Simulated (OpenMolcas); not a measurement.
**B II: CASPT2 settings compared**

- Program: OpenMolcas
- Basis: ANO-RCC-VDZ [3s2p]
- Scalar Hamiltonian: DKH4, point nucleus
- Active space: 2 electrons in 4 orbitals (2s 2p)
- State averaging: 2S+1 = 3 even, 3 roots; 2S+1 = 1 even, 6 roots kept (CI in the orbitals of an earlier block); 2S+1 = 3 odd, 3 roots; 2S+1 = 1 odd, 3 roots kept (CI in the orbitals of an earlier block)
- Spin-orbit coupling: RASSI with atomic mean-field integrals over the reference wave functions, term energies averaged over their components

Methods on the same reference wave functions:
A. CASSCF
B. SS-CASPT2, IPEA 0 Eh, real shift 0.2 Eh (closed shells correlated: 1s)
C. SS-CASPT2, IPEA 0.5 Eh, no level shift (closed shells correlated: 1s)
D. SS-CASPT2, IPEA 0 Eh, sigma1 regulariser 0.4 Eh (closed shells correlated: 1s)

Energies in cm-1 above 2s2 1S0, the measured ground level; measured values from NIST Handbook of Basic Atomic Spectroscopic Data.

| Level | A | B | C | D | Measured |
| --- | --- | --- | --- | --- | --- |
| 2s2 1S0 | 0.0 | 0.0 | 0.0 | 0.0 | 0.0 |
| 2s 2p 3P* 0 | 36145 | 38091 | 37941 | 38131 | 37336 |
| 2s 2p 3P* 1 | 36153 | 38099 | 37949 | 38139 | 37342 |
| 2s 2p 3P* 2 | 36169 | 38115 | 37965 | 38154 | 37358 |
| 2s 2p 1P* 1 | 83242 | 83305 | 83438 | 83322 | 73397 |
| 2p2 3P0 | 98806 | 100350 | 100286 | 100384 | 98911 |
| 2p2 3P1 | 98814 | 100358 | 100293 | 100391 | 98920 |
| 2p2 3P2 | 98829 | 100373 | 100309 | 100406 | 98933 |
| 2p2 1D2 | 111161 | 112348 | 112267 | 112376 | 102363 |

Deviations, from unrounded energies. A percentage is the sum of absolute deviations over the sum of measured energies, with the sign that they share, or ± where signs differ.

```csv
Against measurement,Levels,A,B,C,D
mean absolute deviation (cm-1),8,2800,3300,3200,3300
other configurations (%),8,±3.9,+4.5,+4.4,+4.6
```

A lies closest to measurement on these levels and D furthest from it. The largest miss of A in the table is 2s 2p 1P* 1, by +9800 cm-1. The ranking rests on the paired levels alone, and a cruder setting can come out closer through cancelling errors.

Among B to D the level of the table that moves most is 2s 2p 3P* 0, by 190 cm-1 (lowest in C, highest in D).

The lowest spin-free term lies below A's lowest term by 0.011 hartree in B, 0.010 hartree in C, 0.011 hartree in D.

Terms from blocks run as CI alone lack orbitals of their own. Without dynamic correlation excited terms often stand tens of per cent too high (terms of higher spin than the ground term too low), and those without a measured partner can miss by more than the paired ones (holds for A). Measured partners are found by configuration, term and J. A level has none where our copy of the source lacks it or the pairing is in doubt (some pairs that miss far off the trend of their configuration count as doubtful), and it then counts in no deviation. Only configurations of the active space appear.

* marks odd parity.
